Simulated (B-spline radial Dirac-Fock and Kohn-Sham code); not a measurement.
Z = 80 (mercury), transition energy 100 keV. Calculated with an atomic code on a B-spline grid, using a Dirac-Hartree-Slater potential of the neutral atom with a Latter tail (no hole, which puts coefficients of high multipoles low close above an edge), finite nucleus with surface currents. Subshells that would emit electrons below 1 keV are left out.

Task: A pure transition shows α(K) = 164, L1/L2 = 5.01 and L1/L3 = 0.289. What is its multipolarity?
A. M2
B. M1
C. E3
D. M4
E. E4
F. E1
G. E2
H. M3

Result: D. For comparison, α(K), L1/L2, L1/L3 are E1 0.337, 2.58, 2.52; E2 0.608, 0.0524, 0.0640; E3 0.728, 0.0317, 0.0443; E4 0.821, 0.0341, 0.0507; M1 6.54, 9.62, 107; M2 43.9, 8.48, 4.14; M3 103, 6.37, 0.710.
